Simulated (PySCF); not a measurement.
# Working out the ionisation energy of Cd

Cd [Kr] 4d10 5s2 (1S) → Cd⁺ [Kr] 4d10 5s1 (2S). Calculation: PySCF 2.14, in x2c-TZVPPall (8s6p6d2f1g, 79 functions); scalar relativity by spin-free X2C-1e. Frozen: [Kr]. Energies in hartree (1 hartree = 27.21139 eV):

```tsv
part	Cd (lower)	Cd⁺ (upper)
UHF	-5591.313308	-5591.043894
CCSD correlation	-0.411122	-0.363808
(T)	-0.014027	-0.010189
```

Q: What does Hartree-Fock give?

A: (-5591.043894) − (-5591.313308) = 0.269414 hartree = 7.331 eV.

Q: What do CCSD and CCSD(T) give?

A: The CCSD correlation energies differ by 0.047314 hartree = 1.287 eV and the triples by 0.003838 hartree = 0.104 eV, so CCSD gives 8.618 eV and CCSD(T) 8.722 eV.

Measured between the centres of the two terms (NIST): 8.994 eV, so CCSD(T) (valence) is off by -0.272 eV.

What remains against the reference includes basis incompleteness, the frozen core and higher excitations.
